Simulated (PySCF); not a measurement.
Which determinant of TlSi⁺ lies lowest?

Unrestricted PBE0; basis Tl cc-pVDZ-PP with ECP60, Si cc-pV(D+d)Z; scalar-relativistic core potentials; PySCF 2.14. Outer shells of the fragments: Tl+ 5d10 6s2; Si 3s2 3p2.

Followed along the bond (rough minima from three points):

```tsv
2Ms+1	unpaired	⟨S²⟩ at the start	R at minimum (Å)	Te (eV)
3	σ ↑, π ↑	2.01	3.21	0.00
1	σ ↓, π ↑	1.02	3.19	0.23
3	π ↑↑	2.01	2.83	0.46
1	none	0.00	3.34	0.70
1	π ↑↓	1.01	2.82	0.71
```

Solutions found at the starting distance of 2.645 Å, counted from the lowest of them; the search is not exhaustive and high or unbound solutions are not listed, so other states can lie among these:

```json
{"2Ms+1": "3", "unpaired": "σ ↑, π ↑", "term": "³Π", "E (eV)": "0.00", "⟨S²⟩": "2.01", "⟨Lz²⟩": "1.01", "μ (D)": "3.30"}
{"2Ms+1": "3", "unpaired": "π ↑↑", "term": "³Σ⁻", "E (eV)": "0.13", "⟨S²⟩": "2.01", "⟨Lz²⟩": "0.00", "μ (D)": "1.68"}
{"2Ms+1": "1", "unpaired": "σ ↓, π ↑", "term": "mixed", "E (eV)": "0.20", "⟨S²⟩": "1.02", "⟨Lz²⟩": "1.01", "μ (D)": "3.33"}
{"2Ms+1": "1", "unpaired": "π ↑↓", "term": "mixed", "E (eV)": "0.38", "⟨S²⟩": "1.01", "⟨Lz²⟩": "2.02", "μ (D)": "1.80"}
{"2Ms+1": "1", "unpaired": "none", "term": "¹Σ⁺", "E (eV)": "1.15", "⟨S²⟩": "0.00", "⟨Lz²⟩": "0.00", "μ (D)": "5.27"}
{"2Ms+1": "1", "unpaired": "none", "term": "mixed", "E (eV)": "1.22", "⟨S²⟩": "0.00", "⟨Lz²⟩": "2.00", "μ (D)": "2.31"}
{"2Ms+1": "3", "unpaired": "π ↑↑", "term": "mixed", "E (eV)": "3.27", "⟨S²⟩": "2.01", "⟨Lz²⟩": "2.01", "μ (D)": "6.46"}
{"2Ms+1": "3", "unpaired": "σ ↑↑, π ↑↓", "term": "mixed", "E (eV)": "4.43", "⟨S²⟩": "3.01", "⟨Lz²⟩": "2.01", "μ (D)": "1.67"}
{"2Ms+1": "1", "unpaired": "σ ↓↓, π ↑↑", "term": "mixed", "E (eV)": "4.87", "⟨S²⟩": "2.01", "⟨Lz²⟩": "0.00", "μ (D)": "1.33"}
{"2Ms+1": "1", "unpaired": "σ ↓, π ↑", "term": "mixed", "E (eV)": "6.21", "⟨S²⟩": "1.02", "⟨Lz²⟩": "1.03", "μ (D)": "0.93"}
```

A term symbol is given only where ⟨S²⟩ and ⟨Lz²⟩ are close to those of a pure state; real π, δ and φ orbitals otherwise mix terms. A positive dipole points towards Si; it is taken about the centre of mass and depends on that origin.

These are scalar-relativistic numbers at best; spin–orbit coupling would shift them, the dissociation energy most.
